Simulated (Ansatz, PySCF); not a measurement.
Species: InBr, charge 0, multiplicity 1. 
Geometry from a B3LYP-D3(BJ)/def2-TZVP (Ansatz, an electronic-structure program) optimisation:
```
In
Br 1 2.5957
```

Total electronic energies in hartree. Correlated levels leave the core frozen unless marked. No spin-orbit coupling. Frozen are the shells of the preceding noble gas and the d and f shells that filled before the atom's block. Past Kr the def2 sets carry scalar-relativistic core potentials. CBS marks a two-point X^-3 extrapolation of the correlation energy; Hartree-Fock from the larger set.

```csv
level,program,energy (Eh)
HF/def2-SVP,Ansatz,-2761.40055
RI-HF/def2-TZVPP,Ansatz,-2761.72194
BP86/def2-TZVPD,PySCF,-2764.77077
M06-L-D4/def2-TZVPD,PySCF + dftd4,-2764.42612
PBE0-D3(BJ)/def2-TZVP,Ansatz + dftd3,-2764.08117
BHLYP/def2-TZVPD,Ansatz,-2764.29464
r2SCANh-D4/def2-TZVPD,Ansatz + dftd4,-2764.41778
r2SCAN0-D4/def2-TZVPD,Ansatz + dftd4,-2764.39669
r2SCAN0/def2-TZVPD,Ansatz,-2764.39628
M06-2X/def2-TZVPD,PySCF,-2764.34675
HSE06-D4/def2-TZVPD,Ansatz + dftd4,?
LC-wPBE-D4/def2-TZVPD,Ansatz + dftd4,?
wB97X-V/def2-TZVPD,Ansatz,-2764.11447
wB97X/def2-TZVPD,Ansatz,-2764.44101
B2PLYP/def2-TZVPD,Ansatz,-2763.67995
PBE-QIDH/def2-TZVPD,Ansatz,-2763.43917
RPA@PBE/def2-QZVPP,Ansatz,-2762.13332
MP2/def2-TZVPP,Ansatz,-2761.92569
"MP2/CBS(def2-TZVPP,def2-QZVPP)",Ansatz,-2762.0128
SCS-MP2/def2-SVP,Ansatz,-2761.55373
SCS-MP2/def2-QZVPPD,Ansatz,-2762.00012
"CCSD(T)/CBS(def2-TZVPP,def2-QZVPP)",Ansatz,-2762.0441
"CCSD(T)/CBS(def2-TZVPPD,def2-QZVPPD)",Ansatz,-2762.0443
```

**Question.** What belongs in the gaps?

**Answer.** 
- HSE06-D4/def2-TZVPD, energy (Eh): -2764.08518
- LC-wPBE-D4/def2-TZVPD, energy (Eh): -2764.03790
